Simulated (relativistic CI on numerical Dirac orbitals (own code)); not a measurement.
# Nd4+: 4s photoemission

Computed with this model: Dirac-Coulomb-Breit CI, KLI orbitals optimised for each configuration, model QED, valence Slater integrals scaled by 0.8, multiplet model of photoemission in the sudden approximation; configurations [Xe] 4f2 → [Ar] 3d10 4s 4p6 4d10 4f2 5s2 5p6; 80 K; Lorentzian 2.1 eV and Gaussian 0.7 eV FWHM. Energies are those of the free ion, without screening or charge transfer. The energies are binding energies and can lie tens of eV above those of solids. Without intra-shell correlation the exchange splitting of an s hole comes out too large, often by half or more. S is read from ⟨S²⟩ = S(S + 1).

Computed curve for free ion, scaled to 100 at the maximum (points under 2 are left out and the grid is thinned):

(Energy (eV), Intensity): (377.8, 2.0), (378.2, 2.2), (378.4, 2.3), (378.8, 2.5), (379.2, 2.8), (379.4, 3.0), (379.8, 3.3), (380.0, 3.6), (380.4, 4.0), (380.8, 4.6), (381.0, 4.9), (381.4, 5.7), (381.8, 6.8), (382.0, 7.4), (382.4, 8.9), (382.6, 9.8), (383.0, 12.1), (383.4, 15.4), (383.6, 17.5), (384.0, 23.3), (384.4, 32.0), (384.6, 38.0), (385.0, 54.2), (385.2, 64.4), (385.6, 86.0), (386.0, 99.8), (386.2, 100.0), (386.6, 87.5), (387.0, 67.5), (387.2, 58.4), (387.6, 44.8), (387.8, 40.3), (388.2, 35.2), (388.6, 33.8), (388.8, 34.2), (389.2, 37.1), (389.6, 42.5), (389.8, 45.2), (390.2, 47.5), (390.4, 45.9), (390.8, 38.1), (391.2, 28.4), (391.4, 24.2), (391.8, 17.6), (392.2, 13.1), (392.4, 11.5), (392.8, 9.0), (393.0, 8.1), (393.4, 6.6), (393.8, 5.5), (394.0, 5.1), (394.4, 4.4), (394.8, 3.8), (395.0, 3.5), (395.4, 3.1), (395.6, 2.9), (396.0, 2.6), (396.4, 2.4), (396.6, 2.2), (397.0, 2.0)

The ground state has S = 0.97, and the centroid lies at 387.33 eV.
